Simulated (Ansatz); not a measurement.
Reactions of C2H6O2Si, SMILES `C[SiH](O)C=O`.

Program: Ansatz. Geometries: PBE0-D4/def2-TZVP. ΔE: electronic, gas phase. CCSD(T)/CBS adds triple-zeta CCSD(T) − MP2 to the extrapolated MP2 energy (def2 sets, frozen cores). This one scheme is used for every species. DFT in def2-TZVPP. One conformer a species, not always the lowest.

```json
{"reaction": "`C[SiH](O)C=O` + CH₃NH₂ → `CN[SiH](C)O` + `C=O`", "MP2/CBS(def2) (kJ/mol)": "-83", "ωB97X-V (kJ/mol)": "-76", "HF/CBS(def2) (kJ/mol)": "-85", "CCSD(T)/CBS(def2) (kJ/mol)": "-78"}
{"reaction": "`C[SiH](O)C=O` → `[SiH3]OC1CO1`", "MP2/CBS(def2) (kJ/mol)": "165", "ωB97X-V (kJ/mol)": "147", "HF/CBS(def2) (kJ/mol)": "161", "CCSD(T)/CBS(def2) (kJ/mol)": "165"}
{"reaction": "`C[SiH](O)C=O` + `CF` → `O=C[SiH](O)CF` + CH₄", "MP2/CBS(def2) (kJ/mol)": "21", "ωB97X-V (kJ/mol)": "16", "HF/CBS(def2) (kJ/mol)": "22", "CCSD(T)/CBS(def2) (kJ/mol)": "19"}
{"reaction": "`C[SiH](O)C=O` + `OC(F)[SiH3]` → `C[SiH](O)F` + `O=CC(O)[SiH3]`", "MP2/CBS(def2) (kJ/mol)": "-255", "ωB97X-V (kJ/mol)": "-231", "HF/CBS(def2) (kJ/mol)": "-241", "CCSD(T)/CBS(def2) (kJ/mol)": "-242"}
{"reaction": "`C[SiH](O)C=O` + H₂S → `C[SiH](O)S` + `C=O`", "MP2/CBS(def2) (kJ/mol)": "-88", "ωB97X-V (kJ/mol)": "-79", "HF/CBS(def2) (kJ/mol)": "-84", "CCSD(T)/CBS(def2) (kJ/mol)": "-81"}
{"reaction": "`C[SiH](O)C=O` + `OC1CC1` → `O=CC1(O)CC1` + `C[SiH2]O`", "MP2/CBS(def2) (kJ/mol)": "-34", "ωB97X-V (kJ/mol)": "-31", "HF/CBS(def2) (kJ/mol)": "-29", "CCSD(T)/CBS(def2) (kJ/mol)": "-29"}
```

Largest T1 diagnostic: 0.015, for `C=O`.
